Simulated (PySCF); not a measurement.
`InChI=1S/C7H4FN/c1-9-7-5-3-2-4-6(7)8/h2-5H`

Molfile (atoms numbered from 1):
```
C7H4FN
     RDKit          3D

 13 13  0  0  0  0  0  0  0  0999 V2000
    3.5459    0.4923   -0.2195 C   0  0  0  0  0  0  0  0  0  0  0  0
    2.3912    0.3394   -0.1472 N   0  0  0  0  0  0  0  0  0  0  0  0
    1.0466    0.1604   -0.0643 C   0  0  0  0  0  0  0  0  0  0  0  0
    0.1967    1.2585    0.0516 C   0  0  0  0  0  0  0  0  0  0  0  0
   -1.1693    1.0698    0.1366 C   0  0  0  0  0  0  0  0  0  0  0  0
   -1.7040   -0.2087    0.1069 C   0  0  0  0  0  0  0  0  0  0  0  0
   -0.8731   -1.3101   -0.0109 C   0  0  0  0  0  0  0  0  0  0  0  0
    0.4926   -1.1207   -0.0948 C   0  0  0  0  0  0  0  0  0  0  0  0
    1.3006   -2.1892   -0.2099 F   0  0  0  0  0  0  0  0  0  0  0  0
    0.6251    2.2489    0.0729 H   0  0  0  0  0  0  0  0  0  0  0  0
   -1.8200    1.9256    0.2257 H   0  0  0  0  0  0  0  0  0  0  0  0
   -2.7713   -0.3514    0.1739 H   0  0  0  0  0  0  0  0  0  0  0  0
   -1.2654   -2.3143   -0.0387 H   0  0  0  0  0  0  0  0  0  0  0  0
  1  2  3  0
  2  3  1  0
  3  4  2  0
  4  5  1  0
  5  6  2  0
  6  7  1  0
  7  8  2  0
  8  9  1  0
  8  3  1  0
  4 10  1  0
  5 11  1  0
  6 12  1  0
  7 13  1  0
M  CHG  2   1  -1   2   1
M  END
```

Level of theory: quadratic response CAM-B3LYP/aug-cc-pVDZ first hyperpolarisability, Taylor convention, gas phase in PySCF 2.14.0. Geometry: GFN2-xTB.

**Question.** Give the tensor of the second harmonic β(−2ω;ω,ω) at 1064 nm in the axes of these coordinates.

**Answer.** In au, Taylor convention; rows are the first index (the induced dipole):
```csv
,xx,yy,zz,xy,xz,yz
x,-178.5,+40.2,+41.9,-79.3,+14.0,+3.7
y,-77.4,-85.9,-25.8,+41.1,+3.5,-5.0
z,+14.1,-5.0,-13.0,+3.7,+42.0,-24.7
```
Norm of βᵢ = ⅓ Σⱼ (βᵢⱼⱼ + βⱼᵢⱼ + βⱼⱼᵢ): 212.4 au, hyper-Rayleigh value 100.9 au.
